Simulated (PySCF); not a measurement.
A GIAO shielding run with PySCF 2.14 (density fitting, non-relativistic, gas phase) on `CC(C)S[C@@H]1C[Si@H]1S`, C5H12S2Si:

```
$ OMP_NUM_THREADS=1 python probes_run.py task.json out

{"job": {"kind": "nmr", "xc": "PBE0", "basis": "pcSseg-1"}, "charge": 0, "multiplicity": 1}
C     -2.050873    -0.826395    -0.948999
C     -1.462079     0.325068    -0.152274
C     -2.362976     1.548145    -0.165398
S      0.185663     0.796489    -0.848218
C      1.222588    -0.393330     0.002136
C      1.507123    -0.112047     1.488492
Si     3.006890     0.090959     0.374598
S      4.434916    -1.506317     0.385908
H     -2.244739    -0.510541    -1.971873
H     -1.366517    -1.672068    -0.974512
H     -2.986431    -1.154421    -0.499073
H     -1.259103     0.017285     0.877119
H     -1.909950     2.364510     0.392507
H     -2.529236     1.881483    -1.187496
H     -3.324644     1.307554     0.284601
H      0.951396    -1.410928    -0.255141
H      1.406738    -0.957822     2.156941
H      1.030191     0.773709     1.885099
H      3.539642     1.379350     0.001229
H      4.206254    -1.930003    -0.848683
```

Hardware: 1 thread of an Arm Neoverse N1, shared host. The job also computes population analyses, field gradients, ring-centre shieldings.

**Question.** How large is the calculation?

**Answer.** 88 electrons, 217 basis functions and 1194 auxiliary functions.

**Question.** How long does it take, and how much memory does it need?

**Answer.** 84 s of wall time, with 14 SCF cycles and 5 response iterations; peak memory 1.1 GiB. Times on a shared host scatter by some tens of per cent.
